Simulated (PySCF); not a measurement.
**Shapes and spin states of RuO₂Br**

These are results of PySCF, PBE0, basis Ru def2-TZVP with ECP28, O def2-TZVP, Br def2-TZVP (scalar-relativistic core potentials, no spin–orbit coupling, density fitting), not measurements.

Relaxations began from a few typed shapes and spin states; open shells are unrestricted. The search is not exhaustive: other isomers or separated fragments can lie lower, and high-lying points may rest on an excited occupation.

Order these stationary points by electronic energy, lowest first, in kJ/mol from the lowest minimum.
A. doublet C2v: Ru–Br 2.377 Å, Ru–O 1.652 Å (×2); Br–Ru–O 112.1° (×2), O–Ru–O 135.9°
B. quartet Cs: Ru–Br 2.413 Å, Ru–O 1.701 Å, Ru–O 1.706 Å; Br–Ru–O 96.1°, Br–Ru–O 147.7°, O–Ru–O 116.3°
C. quartet C2v: Ru–Br 2.330 Å, Ru–O 1.723 Å (×2); Br–Ru–O 107.3° (×2), O–Ru–O 145.5°
D. broken-symmetry Ms = 1/2 (⟨S²⟩ 1.77) C2v: Ru–Br 2.347 Å, Ru–O 1.685 Å (×2); Br–Ru–O 122.6° (×2), O–Ru–O 114.9°
E. quartet C2v: Ru–Br 2.353 Å, Ru–O 1.683 Å (×2); Br–Ru–O 122.6° (×2), O–Ru–O 114.9°
F. doublet C2v: Ru–Br 2.329 Å, Ru–O 1.647 Å (×2); Br–Ru–O 115.1° (×2), O–Ru–O 129.7°

F (0.0), A (29.4), E (39.6), D (78.7), B (195.6), C (221.5).

Which of them are minima?

By energy in kJ/mol, 0.0: minimum; 29.4: minimum; 39.6: minimum; 78.7: minimum; 195.6: minimum; 221.5: saddle point, 1 imaginary mode.

Formally Ru is in oxidation state +5, d3, with 1 unpaired electron (the high-spin count would be 3). The Mulliken spin on Ru is 0.68. The polar-tensor charge on Ru, 1.55, is far below the formal one.

For the lowest minimum: other spin states or occupations of the open shell can lie lower.
